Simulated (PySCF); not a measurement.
The dipole of `C1C[CH]1[Ge@@H]([Br])[NH2]` from its density and from atomic charges.

Coordinates (PBE0-D3(BJ)/def2-SVP, Å) and charges (e) from the PBE0/pcSseg-1 density (PySCF):

| atom | x | y | z | Mulliken | IAO | Hirshfeld | ESP-fitted |
| --- | --- | --- | --- | --- | --- | --- | --- |
| N1 | 2.513 | -0.096 | 0.346 | -0.6734 | -0.8063 | -0.3148 | -0.7901 |
| Ge2 | 1.473 | 0.158 | 1.837 | +0.9364 | +0.8813 | +0.4111 | +0.2835 |
| Br3 | 1.859 | -1.741 | 3.111 | -0.3921 | -0.2913 | -0.1664 | -0.1805 |
| C4 | -0.371 | 0.175 | 1.291 | -0.5754 | -0.4082 | -0.1326 | -0.0794 |
| C5 | -0.890 | -0.980 | 0.477 | -0.1878 | -0.2682 | -0.0853 | -0.5338 |
| C6 | -0.688 | 0.346 | -0.176 | -0.1862 | -0.2738 | -0.0879 | -0.0628 |
| H7 | 3.281 | -0.742 | 0.506 | +0.1951 | +0.2650 | +0.1052 | +0.3220 |
| H8 | 2.889 | 0.760 | -0.055 | +0.1895 | +0.2562 | +0.1120 | +0.3610 |
| H9 | 1.871 | 1.367 | 2.708 | +0.0022 | -0.1070 | -0.0696 | -0.0300 |
| H10 | -1.071 | 0.623 | 2.004 | +0.1392 | +0.1545 | +0.0453 | +0.1189 |
| H11 | -1.909 | -1.318 | 0.682 | +0.1360 | +0.1502 | +0.0506 | +0.2080 |
| H12 | -0.192 | -1.784 | 0.224 | +0.1410 | +0.1497 | +0.0444 | +0.2186 |
| H13 | 0.154 | 0.432 | -0.869 | +0.1412 | +0.1502 | +0.0400 | +0.0795 |
| H14 | -1.563 | 0.947 | -0.437 | +0.1343 | +0.1479 | +0.0483 | +0.0850 |

**Question.** What dipole does each set of charges give (1 e·Å = 4.803 D), and what does the density give?

**Answer.** The full density gives (-0.01, 2.04, -1.27) D, 2.40 D in size; dipole vectors point from the negative to the positive end.

| scheme | μx | μy | μz | size (D) | share of the full size (%) | angle to the full dipole (°) |
| --- | --- | --- | --- | --- | --- | --- |
| Mulliken | 0.17 | 3.65 | -1.04 | 3.80 | 158 | 16 |
| IAO | 0.14 | 2.44 | -0.44 | 2.48 | 103 | 22 |
| Hirshfeld | 0.03 | 1.31 | -0.62 | 1.45 | 60 | 6 |
| ESP-fitted | 0.00 | 2.12 | -1.32 | 2.50 | 104 | 0 |

**Question.** Which set comes closest?

**Answer.** Length of the difference vector: ESP-fitted 0.10 D, IAO 0.93 D, Hirshfeld 0.98 D, Mulliken 1.64 D. Closest: ESP-fitted. ESP charges are fitted to the potential around the molecule, whose slowest-falling term is the dipole's. The schemes that divide the density aren't constrained to reproduce the dipole.

**Question.** What is left for the Hirshfeld atoms' own dipoles?

**Answer.** The Hirshfeld atoms' densities add up to the full density, so μ = Σ q r + Σ (atomic dipoles). The atomic dipoles sum to (-0.01, 2.04, -1.27) − (0.03, 1.31, -0.62) = (-0.04, 0.73, -0.65) D, 0.98 D in size.

**Question.** With the origin at the mean of the coordinates, (0.525, -0.132, 0.832) Å, which are the largest single terms, by size, of the IAO dipole along the direction of the full one?

**Answer.** Br3 +3.60, H8 +1.50, C6 -1.24, Ge2 -1.22, H14 +1.13 D; all 14 atoms together +2.31 D. The single terms depend on the origin, their sum doesn't.

**Question.** Give the size of the full dipole in other units.

**Answer.** 2.40 D = 0.945 au = 0.500 e·Å = 8.01 × 10⁻³⁰ C·m.

The structure is a single PBE0-D3(BJ)/def2-SVP conformer in the gas phase; no vibrational or solvent corrections. The calculation is non-relativistic, for germanium and bromine too.

These values come from a run that also computed NMR shieldings. The run took 48 s wall on one thread of an Arm Neoverse N1, on a shared host.

The values belong to the conformer `[NH2:1][Ge@H:2]([Br:3])[CH:4]1[CH2:5][CH2:6]1`: N1–Ge2–C4–C5 53°, H–N1–Ge2–Br3 -23°, H–N1–Ge2–Br3 -147°.
